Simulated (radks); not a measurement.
The nuclear charge of the gallium ion Ga+ is varied continuously with 30 electrons held in [Ar] 3d10 4s2. Method: scalar-relativistic Kohn-Sham, LDA (Slater exchange, Perdew-Wang correlation), spin-unpolarised, spherical densities, finite nucleus; Fermi nuclear charge, rms radius 3.9973 fm; computed with a radial shooting solver on a logarithmic mesh with Libxc functionals. By the Hellmann-Feynman theorem dE/dZ = E(electron-nucleus)/Z, the electronic potential at the nucleus (averaged over a nucleus of fixed radius). The scalar-relativistic energy here is not variational (the density holds large components alone), so the two differ by a part that grows with Z.

| Z | E (hartree) | E(electron-nucleus)/Z (hartree) | HOMO | e(HOMO) (eV) | <r> HOMO (bohr) |
|---|---|---|---|---|---|
| 30.5 | -1866.28266 | -147.417 | 4s | -11.090 | 2.388 |
| 30.75 | -1903.38411 | -149.052 | 4s | -13.789 | 2.290 |
| 31 | -1940.89523 | -150.684 | 4s | -16.653 | 2.204 |
| 31.25 | -1978.81562 | -152.315 | 4s | -19.675 | 2.126 |
| 31.5 | -2017.14494 | -153.945 | 4s | -22.848 | 2.056 |
| 31.75 | -2055.88295 | -155.574 | 4s | -26.168 | 1.991 |
| 32 | -2095.02948 | -157.203 | 4s | -29.631 | 1.933 |

The central difference of E at Z = 31 is -150.863 hartree, to compare with the third column; the second derivative is -6.55 hartree.
